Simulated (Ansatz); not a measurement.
A structure relaxed at PBE0-D4/def2-SVP in Ansatz, charge 0, doublet:

```xyz
7

Rb    1.072    0.751    1.461
Rb   -0.659   -3.158    0.371
Rb   -0.720    2.161   -2.312
Cl   -1.845   -0.235   -0.422
Cl    0.895   -2.084    2.649
Cl    0.428   -0.822   -1.637
Cl    0.829    3.388   -0.110
```

Give its formula and point group.

the cluster Rb3Cl4. Point group C2v (tolerance 0.1 Å).

Summarise the bond lengths by kind (pairs closer than 1.2 times the sum of covalent radii, bridged metal pairs left out).

10 × Cl–Rb 2.96 to 3.61 Å.

In the def2 sets Rb takes a core potential; there is no spin–orbit coupling. In the doublet, Cl4 and Cl6 lie 2.64 Å apart (atoms count from 1), so these atoms are partly bonded to each other. Another isomer (doublet) lies 0.03 eV lower at PBE0-D4/def2-TZVP; other spin states weren't run for this one.
